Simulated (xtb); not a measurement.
H₅NO₃Ti, SMILES [OH][Ti]([OH])([OH])[NH2], multiplicity 1. All values are semi-empirical tight-binding results from xtb (GFN2-xTB unless named), good for trends rather than for accurate numbers. Geometry optimised at GFN2-xTB. The multiplicity is an assumed one; no other spin state was optimised. The structure was generated by enumeration; whether it is a known compound was not checked. One conformer was computed; it need not be the lowest.

Optimised geometry:

```xyz
10

Ti     0.0550     0.0424    -0.0175
O      1.3133    -0.4715    -1.0769
H      2.2554    -0.6508    -1.1057
O      0.5884     0.2845     1.6192
H      0.4534     1.0921     2.1249
O     -0.8305     1.4563    -0.5137
H     -1.3680     1.6062    -1.2963
N     -1.1983    -1.3459    -0.0124
H     -0.8892    -2.2872    -0.2561
H     -1.8426    -1.4272     0.7752
```
Charge 0, spin multiplicity 1.

For metal compounds this method's bond lengths and energies can be far off.

```
Item                                           Value
-------------------------------------  -------------
orbital gap                                  3.22 eV
zero-point energy                      35.2 kcal/mol
G − E(el) at 298.15 K (modified RRHO)  13.2 kcal/mol
```

**Question.** Give the atomic charges and the Wiberg bond orders between heavy atoms. (The exact figures need the calculation; the answer reports its results.)

**Answer.** charges (e) Ti1 1.05, O2 -0.61, H3 0.31, O4 -0.61, H5 0.31, O6 -0.61, H7 0.31, N8 -0.50, H9 0.17, H10 0.17. Bond orders Ti1–O2 1.06, Ti1–O4 1.05, Ti1–O6 1.05, Ti1–N8 1.09.
